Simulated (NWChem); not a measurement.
Molecule: CH$_{4}$BClO$_{2}$; SMILES COB(O)Cl

```xyz
9

B      0.2046     0.0570    -0.0001
Cl    -0.3426     1.7509     0.0001
O      1.5281    -0.2334    -0.0001
H      2.0817     0.5529    -0.0003
O     -0.7366    -0.8978    -0.0005
C     -0.4240    -2.2708     0.0003
H     -0.8590    -2.7396     0.8963
H     -0.8716    -2.7429    -0.8876
H      0.6619    -2.4467    -0.0068
```
Atoms are numbered in this order, from 1.

The geometry was optimised at PBE0/def2-SVP.

Problem. List the 4 lowest vertical singlet excitations from PBE0/def2-SVP, full TDDFT (NWChem).

Solution. 
| state | energy (eV) | oscillator strength | leading excitation (squared amplitude) |
|---|---|---|---|
| S1 | 8.55 | 0.000 | HOMO−1 → LUMO (0.99) |
| S2 | 8.89 | 0.015 | HOMO → LUMO+1 (0.91) |
| S3 | 8.96 | 0.143 | HOMO → LUMO (0.58) |
| S4 | 9.11 | 0.108 | HOMO−1 → LUMO+1 (0.54) |
